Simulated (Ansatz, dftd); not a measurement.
Reaction: BH3S (SMILES SB) → BH2S (SMILES [BH]S, doublet) + H (doublet) (the B-H bond breaks)
Each species at its own B3LYP-D3(BJ)/def2-TZVP minimum (Ansatz, a program for electronic structure).

Quantity: bond dissociation energy (electronic), in kcal/mol. Radicals and triplets start from unrestricted determinants; spin-orbit coupling is neglected. CBS(X,Y): correlation extrapolated as X^-3, Hartree-Fock from the larger set (Q,5: extrapolated as (X+1)exp(-9√X)). A bracket is a step between two methods taken in the basis named. Functionals run without relativity, which enters their misses. '+ core + X2C': CCSD(T) terms for core correlation (cc-pwCVTZ, 1s frozen past Ne) and scalar relativity (cc-pVTZ-DK). For partners of very few electrons the exact lower level stands in for a higher one.

Compared with CCSD(T)/CBS(cc-pV(Q+d)Z,cc-pV(5+d)Z) + [CCSDT(Q) - CCSD(T)]/cc-pV(T+d)Z + [CCSDTQ - CCSDT(Q)]/cc-pV(D+d)Z + core + X2C (Ansatz): 110.4 kcal/mol.

Question: Rank these levels by how close they come to it, closest first: PBE0-D3(BJ)/def2-TZVPD (Ansatz + dftd3); wB97X-V/def2-TZVPD (Ansatz); CAM-B3LYP/def2-TZVPD (Ansatz); B3LYP-D4/def2-TZVPD (Ansatz + dftd4).

Answer: wB97X-V/def2-TZVPD (110.8 kcal/mol, difference 0.4), CAM-B3LYP/def2-TZVPD (109.8 kcal/mol, difference -0.6), B3LYP-D4/def2-TZVPD (109.3 kcal/mol, difference -1.1), PBE0-D3(BJ)/def2-TZVPD (106.0 kcal/mol, difference -4.4)
